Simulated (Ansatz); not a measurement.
Geometry optimisation, RKS B3LYP-D4/def2-SVP (Ansatz).

The input (input.yaml):

```yaml
crystal:
  periodic: [false, false, false]
  atoms:
    - { symbol: Ge, position_ang: [-0.529885, 0.396175, -0.443267] }
    - { symbol: Cl, position_ang: [0.598103, -1.093804, -1.572698] }
    - { symbol: F, position_ang: [-1.612493, 1.208369, -1.491447] }
    - { symbol: F, position_ang: [-1.467966, -0.31966, 0.795377] }
    - { symbol: F, position_ang: [0.483331, 1.588041, 0.250551] }
    - { symbol: H, position_ang: [1.331933, -1.102017, 0.959454] }
    - { symbol: H, position_ang: [1.197079, -0.677105, 1.50203] }
basis:
  gaussian: { orbitals: def2-SVP }
hamiltonian:
  xc: b3lyp
  dispersion: d4
relax:
  f_tol: 0.03
  max_steps: 50
```

Command:

```bash
$ ansatz run input.yaml --threads 2 --pin off --max-ram 3072MiB --backend cpu --events-out ev --progress --plain --runs-dir out
```

Question: Where does it end, and by what steps?

Answer: It converged. The force dipped under the threshold on the way, but the program's further checks kept it going. After 18 steps the energy has fallen by 0.186 eV; H6 moved furthest, 0.64 Å.

| step | energy less start (eV) | largest force component (eV/Å) | accepted |
| --- | --- | --- | --- |
| 0 | 0.0000 | 1.978 | yes |
| 1 | -0.1594 | 0.187 | yes |
| 2 | -0.1753 | 0.095 | yes |
| 3 | -0.1773 | 0.059 | yes |
| 4 | -0.1777 | 0.009 | yes |
| 5 | -0.1780 | 0.022 | yes |
| 6 | -0.1723 | 0.581 | no |
| 7 | -0.1785 | 0.098 | yes |
| 8 | -0.1780 | 0.329 | no |
| 9 | -0.1795 | 0.047 | yes |
| 10 | -0.1804 | 0.105 | yes |
| 11 | -0.1800 | 0.373 | no |
| 12 | -0.1815 | 0.059 | yes |
| 13 | -0.1824 | 0.080 | yes |
| 14 | -0.1831 | 0.223 | yes |
| 15 | -0.1841 | 0.070 | yes |
| 16 | -0.1845 | 0.052 | yes |
| 17 | -0.1681 | 0.986 | no |
| 18 | -0.1856 | 0.006 | yes |

```xyz
7
Properties=species:S:1:pos:R:3
Ge -0.635 0.394 -0.593
Cl 0.366 -0.985 -1.839
F -1.667 1.413 -1.505
F -1.602 -0.402 0.574
F 0.467 1.407 0.242
H 1.496 -1.291 1.548
H 1.575 -0.536 1.573
```

The run took 44 s on 2 threads of Arm Neoverse V2, with other jobs on the host, peak memory 0.24 GiB.
